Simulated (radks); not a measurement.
Species: neutral iodine. Configuration: [Kr] 4d10 5s2 5p5 (the NIST ground configuration).

Calculated with a radial shooting solver on a logarithmic mesh with Libxc functionals: scalar-relativistic Kohn-Sham, SOGGA, spin-polarised, spherical densities, finite nucleus; open shells are filled with parallel spins first (spin-orbit coupling, left out, can overturn this in heavy ions); Fermi nuclear charge, rms radius 4.75 fm.

Energy parts (eV):
total: -193549.217
kinetic: 203138.389
electron-nucleus: -468416.602
Hartree: 76562.255
exchange-correlation: -4833.259

Orbitals (lengths in bohr, moments of r in powers of bohr; r(max) is where P^2 peaks):
| orbital | occ. | eigenvalue (eV) | r(max) |
|---|---|---|---|
| 1s up | 1 | -32965.68 | 0.01755 |
| 1s down | 1 | -32965.64 | 0.01755 |
| 2s up | 1 | -5093.449 | 0.09916 |
| 2s down | 1 | -5093.433 | 0.09916 |
| 2p up | 3 | -4572.546 | 0.07949 |
| 2p down | 3 | -4572.521 | 0.07949 |
| 3s up | 1 | -1027.684 | 0.2858 |
| 3s down | 1 | -1027.657 | 0.2858 |
| 3p up | 3 | -858.8554 | 0.2795 |
| 3p down | 3 | -858.8246 | 0.2795 |
| 3d up | 5 | -605.7367 | 0.2317 |
| 3d down | 5 | -605.7075 | 0.2317 |
| 4s up | 1 | -180.2516 | 0.6805 |
| 4s down | 1 | -180.1901 | 0.6806 |
| 4p up | 3 | -127.3181 | 0.7151 |
| 4p down | 3 | -127.2530 | 0.7151 |
| 4d up | 5 | -50.1530 | 0.7785 |
| 4d down | 5 | -50.0469 | 0.7784 |
| 5s up | 1 | -17.6318 | 1.707 |
| 5s down | 1 | -17.0175 | 1.701 |
| 5p up | 3 | -7.3054 | 2.031 |
| 5p down | 2 | -6.6816 | 2.029 |

The highest occupied level is 5p down at -6.682 eV. For comparison, the ionisation energy in NIST's Atomic Spectra Database is 10.451 eV (measured). In exact Kohn-Sham theory the highest level is minus the ionisation energy, but local and semilocal functionals leave it too shallow, through self-interaction and a potential that decays too fast; potentials with the right tail come closer. The density falls to 0.001 e/bohr^3 at r = 4.51 bohr. The spin density at the nucleus is -0.7442 e/bohr^3 (1s -0.1306, 2s 0.0335, 3s 0.0147, 4s 0.0715, 5s -0.7333).
